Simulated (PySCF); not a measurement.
C2H7NOSi2, SMILES CC1=N[SiH2]O[SiH2]1. Heavy atoms are numbered as in [CH3:1][C:2]1=[N:3][SiH2:4][O:5][SiH2:6]1. Hydrogens are named by the atom that carries them.

Coordinates come from a r2SCAN-D4/def2-SVP optimisation. This is a generated structure with no PubChem entry under its InChIKey; it may be hypothetical.

Level of theory: PBE0/pcSseg-1 (PySCF).

GIAO shieldings, no solvent; atoms alike by connectivity are averaged. δ = σ(ref) − σ: ¹³C against TMS (σ = 186.3 ppm); ¹⁵N against NH3 (σ = 267.4 ppm); ²⁹Si against TMS (σ = 352.7 ppm); ¹⁷O against H2O (σ = 334.2 ppm); ¹H against TMS (σ = 31.56 ppm), references at their B3LYP-D3(BJ)/def2-TZVP geometries, non-relativistic.

Task: Estimate the chemical shifts. (The exact figures need the calculation; the answer reports its results.)

Result: 
```
nucleus       atoms  count  δ (ppm)
-------  ----------  -----  -------
¹³C              C2      1    217.3
¹³C        C1 (CH3)      1     34.8
¹⁵N              N3      1    462.0
²⁹Si     Si4 (SiH2)      1      4.8
²⁹Si     Si6 (SiH2)      1    -27.8
¹⁷O              O5      1     46.5
¹H         H on Si4      2     5.77
¹H         H on Si6      2     5.27
¹H          H on C1      3     2.84
```
